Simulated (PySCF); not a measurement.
**Bond curve of RbS⁺**

Set-up: PySCF, scalar-relativistic core potentials, basis sets Rb def2-SVPD with ECP28, S def2-SVPD. Energies in eV from Rb⁺ + S in their ground configurations at the same level. State: ³Σ⁻ (triplet), unpaired electrons π ↑↑.

All columns are PBE0. A positive dipole points towards S; it is taken about the centre of mass and depends on that origin.

```tsv
R (Å)	E (eV)	μ (D)	Mulliken charge on Rb (basis-dependent)	HOMO (eV)	LUMO (eV)	Mayer bond order	⟨S²⟩
3.060	-0.137	-2.58	0.98	-12.23	-9.06	0.06	2.00
3.202	-0.230	-2.77	0.98	-12.09	-8.90	0.06	2.00
3.345	-0.276	-2.98	0.98	-11.95	-8.75	0.05	2.00
3.451	-0.291	-3.15	0.98	-11.83	-8.64	0.05	2.00
3.558	-0.295	-3.32	0.98	-11.72	-8.53	0.04	2.00
3.665	-0.290	-3.49	0.98	-11.60	-8.43	0.04	2.00
3.807	-0.277	-3.74	0.99	-11.45	-8.29	0.03	2.00
3.985	-0.254	-4.05	0.99	-11.27	-8.13	0.02	2.00
4.198	-0.222	-4.43	0.99	-11.06	-7.95	0.01	2.00
4.483	-0.181	-4.93	1.00	-10.81	-7.74	0.01	2.00
```

A fit through these points gives, at Re = 3.546 Å, μ = -3.30 D and dμ/dR = -1.63 D/Å; the reduced mass is 23.23 u.

Task: How strong is the fundamental in the double-harmonic approximation, I = 42.26·(dμ/dR)²/μred km/mol?

Result: I = 42.26·(-1.63)²/23.23 = 4.83 km/mol at PBE0.

The bond is weak. Basis-set superposition, not corrected here, can be much of De in a small basis, most of all at correlated wavefunction levels. Spin–orbit coupling is left out. For an ion De counts to the pair picked by the measured ionisation energies or electron affinities, which need not be the lowest pair at this level. The state was picked by a PBE0 search and need not be the measured ground state.
